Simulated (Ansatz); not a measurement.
Coupled-cluster diagnostics for KNa₂⁺ (the lowest singlet isomer of a short search), Ansatz.

Geometry of the singlet (PBE/def2-TZVP):

```xyz
3

Na    1.661    1.039   -0.578
Na   -0.478    0.647    1.878
K    -1.183   -1.686   -1.300
```

Correlated methods freeze 7 core orbitals; core or outer-core shells of Na, K are correlated, in sets that lack core-valence functions. The structure comes from a short search, and lower isomers may exist.

Geometry of the charge 1 triplet (PBE/def2-TZVP):

Cartesian coordinates in Å:
```
Na -3.530 2.450 -0.131
Na 3.481 -2.520 0.096
K 0.049 0.070 0.035
```

Geometry of the charge 1 quintet (PBE/def2-TZVP):

```xyz
3

Na    0.913   -1.949    1.258
Na    0.688    0.813   -2.254
K    -1.601    1.137    0.996
```

Task: Estimate the CCSD(T) correlation energy, the shares of MP2 and (T), T1 and the reference's ⟨S²⟩ for: charge 1, singlet, own geometry in def2-TZVPP; charge 1, triplet, own geometry in def2-TZVPP; charge 1, quintet, own geometry in def2-TZVPP; and the rough time on 4 threads of Arm Neoverse V1 on a shared host.

Result: 
```
                          state       basis  correlation (eV)  MP2 share (%)  (T) share (%)     T1  ⟨S²⟩ (pure)  wall time                   remarks
charge 1, singlet, own geometry  def2-TZVPP           -14.623           93.4            1.4  0.007  0.00 (0.00)      1.6 s   restricted SCF unstable
charge 1, triplet, own geometry  def2-TZVPP           -13.847           94.5            1.2  0.007  2.00 (2.00)      4.8 s                         –
charge 1, quintet, own geometry  def2-TZVPP           -13.568           92.4            1.3  0.011  6.01 (6.00)        6 s  lower spin may lie lower
```
Customary marks for T1 are 0.02 (closed shells), 0.045 (open shells) and about 0.05 (3d metals). T1 stays under 0.02 throughout.
